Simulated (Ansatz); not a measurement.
A nudged elastic band was laid between two geometries of CH3AgO (6 atoms, charge 0, multiplicity 1).

Theory: RKS PBE0-D4/def2-SVP (Ansatz 0.2.0).

```json
{
  "movable images": "9",
  "climbing image": "yes",
  "spring": "5.0 eV/Å²",
  "optimiser": "quadratic models (default)",
  "start path": "IDPP",
  "force threshold": "0.05 eV/Å",
  "iteration limit": "60",
  "end points": "relaxed"
}
```

First end point:

```xyz
6
Properties=species:S:1:pos:R:3
C -0.399 0.197 -0.212
O 0.909 -0.203 -0.386
Ag 1.950 -1.055 1.122
H -1.108 -0.624 0.035
H -0.766 0.635 -1.165
H -0.545 0.986 0.559
```

Last end point:

```xyz
6
Properties=species:S:1:pos:R:3
C -0.390 0.284 0.063
O 0.932 0.032 0.362
Ag 1.902 -1.547 -0.441
H -1.097 -0.518 0.373
H -0.594 0.489 -1.012
H -0.711 1.197 0.610
```

Task: What changes between the two ends?

Result: No bond is made or broken. The dihedral H4–C1–O2–Ag3 goes from -62 to 62°. The two ends are copies of one structure, up to a mirror image or an exchange of like atoms.

Task: Give the energies along the band, and the barrier.

Result: It converged. The highest image is number 5 of 0 to 10, 5.6 kJ/mol above the ends, which have the same energy within 2 meV. A vibrational analysis at the climbing image gives one clearly imaginary mode, 165i cm⁻¹: a first-order saddle point.

```csv
image,path coordinate (Å),energy (kJ/mol),dihedral H4–C1–O2–Ag3 (°)
0,0.00,0.0,-62
1,0.18,0.5,-51
2,0.36,1.8,-39
3,0.54,3.6,-26
4,0.72,5.0,-13
5,0.89,5.6,0
6,1.07,5.0,13
7,1.25,3.6,26
8,1.43,1.8,39
9,1.61,0.5,51
10,1.79,0.0,62
```

Task: What is the geometry of the highest image?

Result: 
```xyz
6
Properties=species:S:1:pos:R:3
C -0.392 0.295 -0.091
O 0.978 0.130 -0.092
Ag 1.915 -1.577 0.424
H -0.986 -0.591 0.221
H -0.771 0.565 -1.102
H -0.703 1.115 0.594
```

Task: What are the harmonic wavenumbers there?

Result: 165i, 207, 459, 1145, 1154, 1189, 1458, 1460, 1474, 2934, 2990, 2999 cm⁻¹.

The run took 93 s on 1 thread of Intel(R) Xeon(R) 6975P-C (Granite Rapids) (shared host), peak memory 0.19 GiB.
